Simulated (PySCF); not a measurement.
B(Et)(OH)2 (C₂H₇BO₂), SMILES CCB(O)O.

Geometry: PBE0-D3(BJ)/def2-SVP. Other conformers were not sampled.

These are r2SCAN/def2-TZVP (PySCF) values and carry that method's errors.

Gas-phase values at a fixed geometry.

Question: Estimate the frontier levels, gap, dipole moment and polarisability. (The exact figures need the calculation; the answer reports its results.)

Answer: 
| Item | Value |
|---|---|
| highest occupied level | -7.48 eV |
| lowest empty level | 0.61 eV |
| orbital gap | 8.09 eV |
| dipole moment | 1.46 D |
| quadrupole, principal values (traceless, Buckingham form, about the centre of nuclear charge) | -2.77, -1.23, 3.99 D·Å |
| mean static polarisability | 46.3 bohr³ (6.86 Å³) |
| polarisability, principal values | 38.3, 48.8, 51.9 bohr³ |
